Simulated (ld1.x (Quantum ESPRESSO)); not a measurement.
# Transferability test, PAW potential for Au (Z = 79)

```json
{
  "Element": "gold (Au)",
  "Generator": "ld1.x (Quantum ESPRESSO) 7.5",
  "Type": "PAW",
  "Functional": "BLYP",
  "Relativity": "fully relativistic",
  "Frozen core": "[Xe] 4f14",
  "Valence charge": "11",
  "Reference configuration": "5d10 6s0.5 6p0 (charge +0.5)",
  "Partial waves": "6s (bound): rcut 1.80, rcutus 2.40 bohr; 6s channel at 0.9 Ry: rcut 1.80, rcutus 2.40 bohr; 6p (bound, empty): rcut 3.05, rcutus 3.25 bohr; 6p channel at 1.5 Ry: rcut 3.05, rcutus 3.25 bohr; 5d (bound): rcut 1.30, rcutus 1.65 bohr; 5d channel at -0.4 Ry: rcut 1.30, rcutus 1.65 bohr",
  "Local potential": "all-electron potential smoothed inside 2.15 bohr (lloc = -1)",
  "Core correction": "Bessel-smoothed model core inside 1.45 bohr",
  "Augmentation charge": "GAUSS, radius 1.25 bohr"
}
```

Open shells are filled in proportion to 2j + 1 (rel_dist='average').

Energies are relative to the spin-unpolarised reference configuration 5d10 6s0.5 6p0; without spin polarisation the order of configurations can differ from experiment. Not all tests gave a result: test run stopped at test 6 of 7 (negative rho). The frozen-core shift is the all-electron ΔE with the core orbitals held at their reference shape minus the fully relaxed ΔE.

(1) Give the all-electron excitation energy and the error of the potential for: 5d10 6s1 6p0; 5d10 6s0 6p0; 5d9 6s0 6p0; 5d8 6s0 6p0; 5d7 6s0 6p0.

Levels in the configuration 5d10 6s1 6p0:

```
   level  all-electron (eV)  pseudo (eV)
5d j=3/2             -7.726       -7.726
5d j=5/2             -6.201       -6.201
6s j=1/2             -5.792       -5.795
```

The ghost test of this file was not conclusive.

## Answers

(1)

```
valence configuration  charge  ΔE all-electron (eV)  error AE − PS (meV)  frozen-core shift (meV)
         5d10 6s1 6p0       0                -3.799                 +0.6                     +0.2
         5d10 6s0 6p0      +1                 5.686                 +0.6                     +0.2
          5d9 6s0 6p0      +2                26.819                  -34                      +33
          5d8 6s0 6p0      +3                60.576                 -199                     +195
          5d7 6s0 6p0      +4               108.129                 -605                     +596
```
